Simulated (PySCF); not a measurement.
A thermochemical cycle for RbBe

r²SCAN in PySCF with x2c-SVPall on every atom, spin-free X2C, for the lowest determinant that a PBE0 search found; no spin–orbit coupling. RbBe, a doublet (σ ↑), has De = 0.41 eV to neutral atoms, and RbBe⁺, a singlet (closed shell), has De = 0.22 eV to Rb⁺ + Be.

The adiabatic ionisation energy of RbBe, between the minima, is 4.28 eV.

Q: Which ionisation energy of the Rb atom does this level give?

A: IE(Rb) = IE(molecule) + De(ion) − De(neutral) = 4.28 + 0.22 − 0.41 = 4.09 eV; the measured value is 4.177 eV (NIST ASD).

Closed-shell solutions of metal pairs were not tested for spin polarisation, which can lower them a little. Weak bonds: RbBe, RbBe⁺. Basis-set superposition, not corrected here, can be much of De in a small basis, most of all at correlated wavefunction levels. For an ion De counts to the pair picked by the measured ionisation energies or electron affinities, which need not be the lowest pair at this level. States were picked by a PBE0 search and need not be the measured ground states.
